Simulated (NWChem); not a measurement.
GeNH$_{5}$; SMILES [NH2][GeH3]

```xyz
7

Ge    -0.0178     0.3493     0.0000
N     -0.1030    -1.5125     0.0000
H     -0.7542     0.8288    -1.2717
H     -0.7542     0.8288     1.2717
H      1.4193     0.9550     0.0000
H      0.3488    -1.9121    -0.8199
H      0.3488    -1.9121     0.8199
```
Atoms are numbered in this order, from 1.

Program: NWChem. The geometry was optimised at B3LYP/6-31G* (spherical d). GIAO values for the isolated, static molecule; σ is the absolute isotropic shielding, δ = σ(reference) − σ with the isolated reference molecule computed at the same levels (1H: tetramethylsilane, 15N: ammonia).

For level PBE/pcSseg-1:

```yaml
"σ Ge1 (ppm)": 1406.5
"δ N2 (ppm)": 1.4
```

Estimate the same quantities for level KT2/pcSseg-1.


* **σ Ge1 (ppm)**: 1466.3
* **δ N2 (ppm)**: -1.3
